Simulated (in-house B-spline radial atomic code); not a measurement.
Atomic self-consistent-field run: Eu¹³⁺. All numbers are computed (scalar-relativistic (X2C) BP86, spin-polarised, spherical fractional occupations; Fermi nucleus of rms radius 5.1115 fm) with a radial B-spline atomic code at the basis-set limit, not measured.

Command:
```bash
python run_scf.py task.json out
```
Settings (nuclear radius in fm, mass in u):
```
Z                63
configuration    [Kr] 4d10 4f2 5s2
hamiltonian      x2c
method           b88,p86
spin_polarised   True
nucleus          fermi
rms_radius       5.1115
atomic_mass      152.92124
speed_of_light   137.035999084
```

Output (hartree, bohr):
```
 radial grid: 64 intervals, B-splines of order 8, outer radius 10.5839 bohr

 iter        energy (Eh)    residual
    1      -10742.530803    2.18e+00
    2      -10781.085033    1.06e+00
    3      -10793.762451    2.97e-01
    4      -10794.752718    7.16e-02
    5      -10794.799200    3.90e-02
    6      -10794.818083    2.64e-03
    7      -10794.818121    6.47e-05
    8      -10794.818121    3.64e-06
    9      -10794.818121    1.20e-07

 total energy                    -10794.81812
 kinetic                           11747.8381
 electron-nucleus                 -26008.6861
 Hartree                            3703.2818
 exchange-correlation               -237.2520

 orbital      occ     eigenvalue          <r>       <r^2>       <1/r>       r_max
 1s up      1.000     -1782.9470     0.021611 0.000645923     75.1886     0.01336
 1s down    1.000     -1782.9473     0.021611 0.000645923     75.1886     0.01336
 2s up      1.000      -300.9479    0.0944625   0.0105977     17.3298     0.08043
 2s down    1.000      -300.9472    0.0944617   0.0105975     17.3299     0.08043
 2p up      3.000      -269.6495    0.0834748  0.00852235     15.3672     0.06468
 2p down    3.000      -269.6490     0.083474  0.00852215     15.3673     0.06468
 3s up      1.000       -73.9726     0.249138   0.0710506     6.21634      0.2291
 3s down    1.000       -73.9325     0.249044   0.0709964     6.21929       0.229
 3p up      3.000       -64.1886     0.247446    0.071051     5.66889      0.2244
 3p down    3.000       -64.1489     0.247333   0.0709851     5.67173      0.2243
 3d up      5.000       -50.8773     0.225905   0.0599923     5.32988      0.1839
 3d down    5.000       -50.8467     0.225768    0.059914     5.33251      0.1838
 4s up      1.000       -22.2093     0.556443    0.348928      2.6207      0.5239
 4s down    1.000       -22.1230     0.556577    0.349098     2.61946      0.5239
 4p up      3.000       -18.9104     0.583963    0.386752     2.38368      0.5444
 4p down    3.000       -18.8257     0.584182    0.387052     2.38225      0.5444
 4d up      5.000       -14.2461     0.621093    0.443688     2.12801      0.5616
 4d down    5.000       -14.1632     0.621599    0.444469     2.12595      0.5616
 4f up      2.000        -9.1104     0.673636     0.53417     1.78365      0.5363
 5s up      1.000        -9.2799      1.13465     1.43178     1.22052       1.098
 5s down    1.000        -9.2335      1.13801     1.44009     1.21561       1.101
```

Time taken, with all properties: 0.23 s on 1 thread of Intel(R) Xeon(R) Platinum 8559C, on a shared host.

One-electron X2C: radii and densities carry no picture-change correction, so inner-shell <1/r> comes out high (for 1s by about 2 % at Z = 33, 5 % at 54, 10 % at 75, 30 % at 118) and <r> low.
